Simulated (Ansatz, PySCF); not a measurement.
ethylene (C2H4), singlet, at a GFN2-xTB geometry, atoms displaced at random by about 0.08 Å a coordinate. Base run: PBE/STO-3G, gradient (PySCF).

PySCF was given this input:
```python
from pyscf import gto, scf, dft

mol = gto.M(
    atom='''
C    -0.00164200   -0.00712588    0.82186084
C     0.17402878   -0.07821629   -0.62408810
H    -0.07067081    0.77641892    1.20951876
H    -0.14748840   -0.94679067    1.22203162
H     0.14843833    0.90806711   -1.10525986
H     0.06669140   -0.91906471   -1.05520474
''',
    basis='sto-3g',
    verbose=3,
)

mf = dft.RKS(mol)
mf.xc = 'pbe'
mf.kernel()
g = mf.nuc_grad_method()
grad = g.kernel()
```

Programs used: Ansatz (an electronic-structure program), PySCF; a row that names a program was run with it.

The coordinate followed is x of atom 4.

The base run was repeated with changes; each row names its change, and settings that it needs were set with it.

| change | dE/dx (Eh/bohr) | net force (Eh/bohr) |
|---|---|---|
| base | 0.007191 | 0.000002 |
| finite difference step (bohr) = 0.01; conv_tol = 1e-11 | 0.007191 | - |
| finite difference step (bohr) = 0.2; conv_tol = 1e-11 | 0.006450 | - |
| grids.level = 0; grid_response = off | 0.007410 | 0.000674 |
| grids.level = 0; grid_response = on | 0.006744 | 0.000000 |
| conv_tol = 1e-4 | 0.007202 | 0.000002 |
| density fitting = on | 0.007192 | 0.000002 |
| grids.level = 5; grid_response = on | 0.007191 | 0.000000 |
| grid_response = on | 0.007193 | 0.000000 |
| conv_tol = 1e-11 | 0.007191 | 0.000002 |
| finite difference step (bohr) = 1e-4; conv_tol = 1e-11 | 0.007193 | - |
| code = ansatz | 0.007191 | 0.000000 |

The net force is zero for an exact gradient.
